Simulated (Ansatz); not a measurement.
FGeH5O2Si, SMILES `O[SiH](F)[O][GeH3]`. Charge 0, multiplicity 1. All single points use the PBE0-D4/def2-TZVP geometry. It is one conformer, not always the lowest.

```xyz
10

O    -1.569    0.908    0.400
Si   -1.205   -0.596   -0.122
F    -1.560   -0.681   -1.675
O     0.360   -0.846    0.127
Ge    1.808    0.200    0.150
H    -2.386    1.312    0.107
H    -1.993   -1.647    0.542
H     1.866    0.883    1.522
H     1.693    1.222   -0.989
H     2.987   -0.756   -0.061
```

(1) What is the dipole moment at B3LYP/def2-TZVPP? (Best estimate.)

(2) And with PBE, r2SCAN, ωB97M-V? (Best estimate.)

(3) Give the Mulliken charges with B3LYP, r2SCAN, PBE in def2-TZVPP. (Best estimate.)

## Answers

(1) The calculation gave: 1.37 D, with components (0.20, 1.24, 0.55) D in this frame, pointing from negative to positive charge.

(2) Computed: PBE 1.35 D, r2SCAN 1.37 D, ωB97M-V 1.40 D.

(3) The calculation gave: 
```
atom  B3LYP  r2SCAN    PBE
  O1  -0.39   -0.41  -0.34
 Si2   0.78    0.80   0.65
  F3  -0.33   -0.32  -0.28
  O4  -0.47   -0.49  -0.39
 Ge5   0.33    0.35   0.30
  H6   0.19    0.20   0.19
  H7  -0.11   -0.11  -0.10
  H8   0.00   -0.01  -0.01
  H9   0.00   -0.01   0.00
 H10   0.00   -0.01  -0.01
```

B3LYP here is the variant with VWN-RPA as its local correlation; programs differ in this.
